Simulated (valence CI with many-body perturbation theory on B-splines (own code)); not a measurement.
The numbers below are computed, except where a source is named.
Tl LXXVI in three bases

Method: valence CI with perturbative core correlation (CI+MBPT): four valence electrons over a frozen Dirac-Fock core [He], radial functions for each j: 9 s, 9 p, 8 d, 6 f, 3 g, 1 h, with the one-electron correlation potential Σ1 (screened to all orders), the two-electron term Σ2, the three-electron term Σ3, Breit, model QED; selected single and double excitations, second order for the rest, scaled by the run's own slope (own B-spline code, finite nucleus).

No measured spectrum was set against this ion. As an estimate, large intervals hold to a few tenths of a per cent, small ones and those within an open d or f shell to about a per cent.

The reference run has the lowest level (2s^2 2p1/2^2) J=0 and an ionisation energy of 22786.9 eV. Its largest variational space holds 20000 state functions.

Levels are named by their leading jj configuration (3d3/2^4 stands for four electrons in 3d with j = 3/2), which in mixed levels can hold well under half, so a name can repeat and another be missing. Letters in brackets count levels of one name in rising energy.

Changed runs:
A. basis 6 s, 6 p, 5 d, 3 f, 1 g
B. basis 5 s, 5 p, 4 d, 2 f

Excitation energies of the reference run in Ry, and shifts in cm⁻¹:

```csv
Level,Reference,A,B
(2s^2 2p1/2 2p3/2) J=1,158.47,+194,-65
(2s^2 2p1/2 2p3/2) J=2,159.80,+375,+358
(2s 2p1/2^2 2p3/2) J=2,184.36,+62,-409
(2s 2p1/2^2 2p3/2) J=1,191.67,+122,-24
(2s^2 2p3/2^2) J=2,320.57,+405,+131
(2s^2 2p3/2^2) J=0,325.86,+307,+245
(2s 2p1/2 2p3/2^2) J=2 [a],340.51,+85,-726
(2s 2p1/2 2p3/2^2) J=3,343.90,+472,+53
(2s 2p1/2 2p3/2^2) J=0,349.41,+34,-357
(2s 2p1/2 2p3/2^2) J=1 [a],351.29,+318,-40
(2s 2p1/2 2p3/2^2) J=2 [b],351.87,+459,+350
(2s 2p1/2 2p3/2^2) J=1 [b],352.26,+289,+41
Ionisation energy (eV),22786.9,+0.039,-0.055
```
